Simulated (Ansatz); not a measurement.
`F[B]1C=[CH][GeH2]1` + H₂ → `[BH]1C=[CH][GeH2]1` + H–F at 700 K and 1 bar (hydrogenolysis of a B–F bond).

Calculated with Ansatz (gas phase, PBE0-D4/def2-TZVP geometries, no zero-point term in ΔE). CCSD(T)/CBS adds triple-zeta CCSD(T) − MP2 to the extrapolated MP2 energy (def2 sets, frozen cores). This one scheme is used for every species. For Ge outer-core shells are correlated without core-valence functions, which leaves a few kJ/mol of doubt a bond. Scalar relativity is left out up to krypton.

| species | CCSD(T)/CBS energy (Eh) | H − E (kJ/mol) | S (J/(mol·K)) |
| --- | --- | --- | --- |
| `F[B]1C=[CH][GeH2]1` | -2279.21340 | 210.3 | 427.2 |
| H₂ | -1.17544 | 46.8 | 155.3 |
| `[BH]1C=[CH][GeH2]1` | -2179.94763 | 219.2 | 403.5 |
| H–F | -100.39570 | 45.2 | 198.5 |

H − E and S are ideal-gas, rigid-rotor, harmonic terms from PBE0-D4/def2-TZVP, for one conformer and one mirror image of each species. The MP2-based limit puts H₂ 0.8 mEh under its directly extrapolated value; such offsets cancel only in part. 1 Eh = 2625.50 kJ/mol, R = 8.31446 J/(mol·K).

Question: By hand: ΔE, ΔH, ΔS and ΔG.

Answer: ΔE = (-2179.94763) + (-100.39570) − (-2279.21340) − (-1.17544) = 0.04551 Eh = 119.5 kJ/mol. Δ(H − E) = 219.2 + 45.2 − 210.3 − 46.8 = 7.3, so ΔH = 126.8 kJ/mol. ΔS = 403.5 + 198.5 − 427.2 − 155.3 = 19.5 J/(mol·K). ΔG = 126.8 − 700 × (19.5)/1000 = 113.1 kJ/mol.

Question: By hand: the equilibrium constant, and the temperature at which ΔG would vanish if ΔH and ΔS stayed fixed.

Answer: log₁₀ K = −ΔG/(RT ln 10) = -8.4. ΔG = 0 at ΔH/ΔS = 6503 K, far beyond where these terms or the molecules hold.

ΔH outweighs TΔS. A doubt of 5 kJ/mol in ΔE shifts log₁₀ K by 0.4 here. Other conformers and mirror images would add mixing entropy, several J/(mol·K) or more a flexible species. These are equilibria of isolated gas molecules and say nothing of rates. Largest T1 diagnostic: 0.013 (customary marks: 0.02 for closed shells, 0.045 for open ones).
